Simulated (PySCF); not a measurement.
The multiplicity is imposed and other spin states were not computed.

# [Zn(CH3)(OCH3)] (charge 0, multiplicity 1)

Level of theory: PBE-D3(BJ)/def2-TZVP // PBE-D3(BJ)/def2-SVP in PySCF.

- HOMO: -5.62 eV
- dipole moment: 1.61 D
- LUMO: -1.13 eV
- HOMO–LUMO gap: 4.49 eV
- charge on the central atom (Mulliken): 0.36 e
- charge on the central atom (meta-Löwdin): 1.10 e
- total energy: -1934.0485 Ha
- cost: about 70 core-seconds (a rough figure)

```xyz
10

Zn    -0.3267     0.1039     0.0828
C     -0.8953    -1.5616     0.8668
H     -1.7040    -2.0255     0.2667
H     -1.2811    -1.3967     1.8933
H     -0.0535    -2.2807     0.9252
O      0.2607     1.7018    -0.4721
C      0.1875     2.2026    -1.7752
H      0.7514     1.5959    -2.5305
H      0.6314     3.2264    -1.8083
H     -0.8574     2.3053    -2.1678
```
Charge 0, spin multiplicity 1.
